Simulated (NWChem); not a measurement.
System: MgO; SMILES [O]=[Mg]

The following NWChem deck was run.

```
start job
memory heap 200 mb stack 900 mb global 1100 mb
geometry units angstroms noautosym nocenter noautoz
  Mg     0.000000     0.000000    -0.707128
  O      0.000000     0.000000     1.035598
end
basis spherical
  * library def2-tzvpd
end
dft
  xc hfexch
  iterations 150
end
tddft
  cis
  nroots 6
  notriplet
end
task tddft energy
```

Excerpt of the output:

```
             Northwest Computational Chemistry Package (NWChem) 7.3.0
             --------------------------------------------------------

                             Geometry "geometry" -> ""
                             -------------------------

 Output coordinates in angstroms (scale by  1.889725989 to convert to a.u.)

  No.       Tag          Charge          X              Y              Z
 ---- ---------------- ---------- -------------- -------------- --------------
    1 Mg                  12.0000     0.00000000     0.00000000    -0.70712800
    2 O                    8.0000     0.00000000     0.00000000     1.03559800

 Effective nuclear repulsion energy (a.u.)      29.1503173212

  xc_inp: hfexch multiplicative factor not found.

                                 NWChem DFT Module
                                 -----------------

 Summary of "ao basis" -> "ao basis" (spherical)
 ------------------------------------------------------------------------------
       Tag                 Description            Shells   Functions and Types
 ---------------- ------------------------------  ------  ---------------------
 Mg                        def2-tzvpd               13       35   5s5p3d
 O                         def2-tzvpd               14       40   6s4p3d1f

            General Information
            -------------------
          SCF calculation type: DFT
          Wavefunction type:  closed shell.
          No. of atoms     :     2
          No. of electrons :    20
           Alpha electrons :    10
            Beta electrons :    10
          Charge           :     0
          Spin multiplicity:     1
          Use of symmetry is: off; symmetry adaption is: off
          Maximum number of iterations: 150
          AO basis - number of functions:    75
                     number of shells:    27
          Convergence on energy requested:  1.00D-06
          Convergence on density requested:  1.00D-05
          Convergence on gradient requested:  5.00D-04

              XC Information
              --------------
                     Hartree-Fock (Exact) Exchange  1.000

      Superposition of Atomic Density Guess
      -------------------------------------

 Sum of atomic energies:        -274.39107590

      Non-variational initial energy
      ------------------------------

 Total energy =    -274.197178
 1-e energy   =    -440.450493
 2-e energy   =     137.102997
 HOMO         =      -0.450066
 LUMO         =      -0.175372

   convergence    iter        energy       DeltaE   RMS-Dens  Diis-err
 ---------------- ----- ----------------- --------- --------- ---------
 d= 0,ls=0.0,diis     1   -274.1464679955 -3.03D+02  2.46D-02  1.81D+00
 d= 0,ls=0.0,diis     2   -272.8526450633  1.29D+00  1.93D-02  1.12D+01
 d= 0,ls=0.0,diis     3   -274.3696335426 -1.52D+00  2.46D-03  3.08D-02
 d= 0,ls=0.0,diis     4   -274.3749821353 -5.35D-03  6.46D-04  2.05D-03
 d= 0,ls=0.0,diis     5   -274.3754596068 -4.77D-04  4.19D-04  1.03D-03
  Resetting Diis
 d= 0,ls=0.0,diis     6   -274.3757782937 -3.19D-04  6.33D-04  3.54D-04
 d= 0,ls=0.0,diis     7   -274.3760440776 -2.66D-04  1.01D-04  5.69D-05
 d= 0,ls=0.0,diis     8   -274.3760663291 -2.23D-05  8.53D-05  3.62D-05
 d= 0,ls=0.0,diis     9   -274.3760780438 -1.17D-05  2.48D-04  2.66D-05
 d= 0,ls=0.0,diis    10   -274.3761070423 -2.90D-05  1.05D-04  2.94D-06
 d= 0,ls=0.0,diis    11   -274.3761109446 -3.90D-06  2.43D-05  1.88D-07
 d= 0,ls=0.0,diis    12   -274.3761111112 -1.67D-07  1.30D-06  6.79D-09

         Total DFT energy =     -274.376111111200
      One electron energy =     -442.386908040711
           Coulomb energy =      163.097506769554
    Exchange-Corr. energy =      -24.237027161281
 Nuclear repulsion energy =       29.150317321238

 Numeric. integr. density =        0.000000000000

                       DFT Final Molecular Orbital Analysis
                       ------------------------------------

 Vector    8  Occ=2.000000D+00  E=-3.530626D-01
              MO Center= -1.8D-15,  5.9D-15,  9.4D-01, r^2= 9.2D-01
   Bfn.  Coefficient  Atom+Function         Bfn.  Coefficient  Atom+Function
  ----- ------------  ---------------      ----- ------------  ---------------
    43      0.423926  2 O  py                46      0.381207  2 O  py
    49      0.299655  2 O  py                13      0.078440  1 Mg py
    42     -0.076633  2 O  px                45     -0.068910  2 O  px
    52      0.062045  2 O  py                 7     -0.055030  1 Mg py
    48     -0.054168  2 O  px                16      0.047381  1 Mg py

[...]

                                NWChem TDDFT Module
                                -------------------

            General Information
            -------------------
           No. of orbitals :     150
            Alpha orbitals :      75
             Beta orbitals :      75
        Alpha frozen cores :       0
         Beta frozen cores :       0
     Alpha frozen virtuals :       0
      Beta frozen virtuals :       0
         Spin multiplicity :       1
    Number of AO functions :      75
        Use of symmetry is : off
      Symmetry adaption is : off
         Schwarz screening :  0.10D-07

              XC Information
              --------------
              Hartree-Fock (Exact) Exchange   1.00

             TDDFT Information
             -----------------
          Calculation type : CIS
         Wavefunction type : Restricted singlets
          No. of electrons :      20
           Alpha electrons :      10
            Beta electrons :      10
              No. of roots :       6
          Max subspacesize :    5200
            Max iterations :     100
               Target root :       1
           Target symmetry : none
      Symmetry restriction : off
                 Algorithm : Optimal
        Davidson threshold :  0.10D-03

    6 smallest eigenvalue differences (eV)
--------------------------------------------------------
  No. Spin  Occ  Vir  Irrep   E(Occ)    E(Vir)   E(Diff)
--------------------------------------------------------
    1    1   10   11 a        -0.322    -0.051     7.368
    2    1    9   11 a        -0.353    -0.051     8.225
    3    1    8   11 a        -0.353    -0.051     8.225
    4    1   10   12 a        -0.322     0.026     9.467
    5    1   10   13 a        -0.322     0.026     9.467
    6    1   10   14 a        -0.322     0.045     9.967
--------------------------------------------------------

  Entering Davidson iterations
  Restricted singlet excited states

  Iter   NTrls   NConv    DeltaV     DeltaE      Time
  ----  ------  ------  ---------  ---------  ---------
    1      6       0     0.24E+00   0.10+100        2.7
    2     12       0     0.71E-01   0.63E-01        2.7
    3     18       0     0.29E-01   0.65E-02        2.7
    4     24       0     0.80E-02   0.56E-03        2.7
    5     30       0     0.52E-02   0.10E-03        2.7
    6     36       2     0.40E-02   0.22E-04        2.7
    7     40       5     0.67E-03   0.44E-05        2.6
    8     41       5     0.11E-03   0.19E-06        2.6
    9     42       6     0.64E-04   0.48E-08        2.6
  ----  ------  ------  ---------  ---------  ---------
  Convergence criterion met

  Ground state a        -274.376111111200 a.u.

  ----------------------------------------------------------------------------
  Root   1 singlet a              0.029674780 a.u.                0.8075 eV
  ----------------------------------------------------------------------------
     Transition Moments    X -0.39673   Y -0.02363   Z -0.00000
     Dipole Oscillator Strength                    0.0031248241
     Electric Quadrupole                           0.0000000000
     Magnetic Dipole                               0.0000000226
     Total Oscillator Strength                     0.0031248467

     Occ.    8  a   ---  Virt.   11  a       -0.10818
     Occ.    9  a   ---  Virt.   11  a        0.90219
     Occ.    9  a   ---  Virt.   14  a       -0.29535
     Occ.    9  a   ---  Virt.   18  a        0.21714
     Occ.    9  a   ---  Virt.   23  a        0.08594
     Occ.    9  a   ---  Virt.   26  a        0.11254
     Occ.    9  a   ---  Virt.   30  a       -0.10133
     Occ.    9  a   ---  Virt.   43  a        0.06518
  ----------------------------------------------------------------------------
  Root   2 singlet a              0.029674780 a.u.                0.8075 eV
  ----------------------------------------------------------------------------
     Transition Moments    X  0.02363   Y -0.39673   Z -0.00000
     Dipole Oscillator Strength                    0.0031248241
     Electric Quadrupole                           0.0000000000
     Magnetic Dipole                               0.0000000226
     Total Oscillator Strength                     0.0031248467

     Occ.    8  a   ---  Virt.   11  a        0.90219
     Occ.    8  a   ---  Virt.   14  a       -0.29535
     Occ.    8  a   ---  Virt.   18  a        0.21714
     Occ.    8  a   ---  Virt.   23  a        0.08594
     Occ.    8  a   ---  Virt.   26  a        0.11254
     Occ.    8  a   ---  Virt.   30  a       -0.10133
     Occ.    8  a   ---  Virt.   43  a        0.06518
     Occ.    9  a   ---  Virt.   11  a        0.10818
  ----------------------------------------------------------------------------
  Root   3 singlet a              0.105182215 a.u.                2.8622 eV
  ----------------------------------------------------------------------------
     Transition Moments    X  0.00000   Y -0.00000   Z -1.92079
     Dipole Oscillator Strength                    0.2587090594
     Electric Quadrupole                           0.0000000039
     Magnetic Dipole                               0.0000000000
     Total Oscillator Strength                     0.2587090633

[...]
```

Level: Hartree-Fock/def2-TZVPD, CIS. Coordinates come from a B3LYP/6-31G* (spherical d) optimisation.
